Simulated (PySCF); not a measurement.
Compound: 3,4-difluorotoluene, C7H6F2.
SMILES with atom numbers: `[CH3:1][c:2]1[cH:3][cH:4][c:5]([F:6])[c:7]([F:8])[cH:9]1` (hydrogens: H10, H11, H12 on C1; H13 on C3; H14 on C4; H15 on C9)

Structure used (GFN2-xTB), in Å, numbered top down from 1:
```
atom  x, y, z in Å
C1    -2.2227    0.2222   -0.1675
C2    -0.7395    0.0608   -0.0455
C3    -0.1362   -1.1699   -0.2765
C4     1.2352   -1.3223   -0.1862
C5     2.0237   -0.2343    0.1412
F6     3.3577   -0.3813    0.2353
C7     1.4335    1.0010    0.3715
F8     2.1897    2.0670    0.6896
C9     0.0624    1.1481    0.2778
H10   -2.7339   -0.7028    0.0860
H11   -2.4841    0.4808   -1.1936
H12   -2.5825    1.0163    0.4811
H13   -0.7470   -2.0227   -0.5311
H14    1.7067   -2.2756   -0.3649
H15   -0.3674    2.1208    0.4606
```

A PySCF run (density fitting, gas phase, GFN2-xTB geometry) gave HOMO -8.40 eV, LUMO 0.38 eV, dipole 3.26 D.

Problem. Which of these levels was it?
A. BLYP/pcSseg-0
B. CAM-B3LYP/def2-SVPD
C. LDA/STO-3G
D. PBE0/pcSseg-1

Solution. B. It is CAM-B3LYP/def2-SVPD. All candidates on this geometry:

```
            level and settings                    kind  basis functions  SCF cycles     E (Eh)  HOMO (eV)  LUMO (eV)  dipole (D)
                    LDA/STO-3G                     LDA               51          15  -460.0683      -2.78       1.88        0.58
BLYP/pcSseg-0, start guess sap                     GGA               93          27  -468.8755      -5.77      -1.11        2.85
                 PBE0/pcSseg-1           global hybrid              183          14  -469.4736      -7.12      -0.58        3.05
           CAM-B3LYP/def2-SVPD  range-separated hybrid              234          13  -469.5124      -8.40       0.38        3.26
```

The nearest other candidate, by the summed differences of HOMO and LUMO, is PBE0/pcSseg-1: its HOMO differs by +1.28 eV and its LUMO by -0.96 eV. Cycle counts include a coarse-grid stage where the run had one.
